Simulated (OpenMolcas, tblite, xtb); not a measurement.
**How methods differ on H2Se (hydrogen selenide)**

H2Se has 3 atoms, charge 0, and is taken as a singlet. SMILES: `[SeH2]`. The shape is that of a PBE0-D4/def2-TZVP optimisation.

```xyz
3

Se    0.5607   -0.2747    0.2802
H     0.0454    1.0919    0.1439
H    -0.6061   -0.8172   -0.4241
```

Quantity: the dipole moment, in D. The values are calculated.

**The experiment to reproduce.** NIST CCCBDB gives the dipole moment of the gas as 0.63 D.

| level | kind | program | value (D) | computed − measured | CPU time |
| --- | --- | --- | --- | --- | --- |
| GFN2-xTB | semi-empirical | tblite | 1.38 | +0.75 | under 2 s |
| GFN1-xTB | semi-empirical | tblite | 0.36 | -0.27 | under 2 s |
| IPEA1-xTB | semi-empirical | tblite | 1.26 | +0.63 | under 2 s |
| GFN0-xTB | semi-empirical | xtb | 1.12 | +0.49 | under 2 s |
| RGE2/pcseg-0 | GGA | OpenMolcas | 1.61 | +0.98 | 2.5 s |
| RGE2/pcseg-1 | GGA | OpenMolcas | 0.96 | +0.33 | 3.1 s |
| RGE2/aug-pcseg-1 | GGA | OpenMolcas | 0.75 | +0.12 | 4.3 s |
| RGE2/pcseg-2 | GGA | OpenMolcas | 0.83 | +0.20 | 7.2 s |
| RGE2/aug-pcseg-2 | GGA | OpenMolcas | 0.71 | +0.08 | 18 s |
| RGE2/pcseg-3 | GGA | OpenMolcas | 0.73 | +0.10 | 43 s |

Nearest: RGE2/aug-pcseg-2 (+0.08 D); farthest: RGE2/pcseg-0 (+0.98 D). The measured dipole is a vibrational average, so differences of a few hundredths of a debye mean little. Computed less measured by kind, in D (pcseg-0 rows): semi-empirical -0.27 to +0.75; GGA +0.98. All-electron rows without a relativistic Hamiltonian named are non-relativistic. Magnitudes only: a small dipole may point the other way at some levels. Without the sets that lack polarisation functions the rows with a basis span only 0.71 to 0.96 D. Times are those of the runs behind each value, whatever else they computed, on shared processors of several kinds: orders of magnitude only.
